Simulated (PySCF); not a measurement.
# Exercise with solution: oscillator strength and radiative lifetime

SeBrI, SMILES I[Se]Br.

The structure is a stationary point at B3LYP-D3(BJ)/def2-SVP. The def2 effective core potentials stand for the cores of I; spin–orbit coupling is left out.

TDDFT-ωB97X/def2-SVPD in PySCF puts the first singlet state with f over 0.02 at 5.69 eV (vertical), with the transition dipole (0.134, 1.275, 0.000) in atomic units.

Find the oscillator strength, the wavelength and the radiative lifetime that this transition would have in vacuum if emission retraced absorption.


|μ|² = 1.6436 au, so |μ| = 3.26 D. ΔE = 5.69/27.211 = 0.2091 hartree. f = (2/3) ΔE |μ|² = 0.229 (the program prints 0.229).
λ = 1239.84/5.69 = 218 nm; ν = 45893 cm⁻¹.
Einstein's coefficient A = 0.6670 ν² f s⁻¹ (ν in cm⁻¹) = 3.2e8 s⁻¹, so τ = 1/A = 3.1 ns. This state is S9; the lower singlets have f = 0.001, 0.000, 0.004, 0.000, 0.016, 0.001, 0.003, 0.001. The figure is the radiative limit of this one transition; relaxation, internal conversion, crossing to triplets and a medium change what is measured.
